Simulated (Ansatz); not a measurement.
CH6AlBTe (`CB[Te][AlH2]`), relaxed with RKS PBE0-D4/def2-TZVP in Ansatz from a PBE-D4/def2-SVP geometry. The force threshold is 0.005 eV/Å; the program also tests the step.

The species carries charge 0 and has multiplicity 1. Te takes the def2 core potential.

Start:

```xyz
10

C    -0.475   -0.392   -1.357
B    -1.088   -0.974   -0.047
Te   -0.527   -0.544    2.009
Al    1.337    1.162    1.616
H     0.334    0.356   -1.250
H    -0.096   -1.241   -1.971
H    -1.293    0.049   -1.972
H    -1.998   -1.785   -0.093
H     2.049    1.746    2.922
H     1.757    1.623    0.144
```

| step | energy (eV) | largest force (eV/Å) | largest move (Å) |
| --- | --- | --- | --- |
| 1 | -15697.9845 | 0.516 | 0.000 |
| 2 | -15698.0092 | 0.268 | 0.039 |
| 3 | -15698.0137 | 0.034 | 0.022 |
| 4 | -15698.0142 | 0.016 | 0.017 |
| 5 | -15698.0142 | 0.003 | 0.005 |

End:

```xyz
10

C    -0.473   -0.391   -1.348
B    -1.085   -0.973   -0.047
Te   -0.521   -0.537    1.986
Al    1.326    1.155    1.603
H     0.324    0.341   -1.230
H    -0.097   -1.225   -1.955
H    -1.276    0.053   -1.950
H    -1.977   -1.769   -0.099
H     2.033    1.736    2.894
H     1.746    1.609    0.145
```

It took 23 s on 4 threads of a server CPU on a shared host, with 0.48 GiB of host memory at the peak.
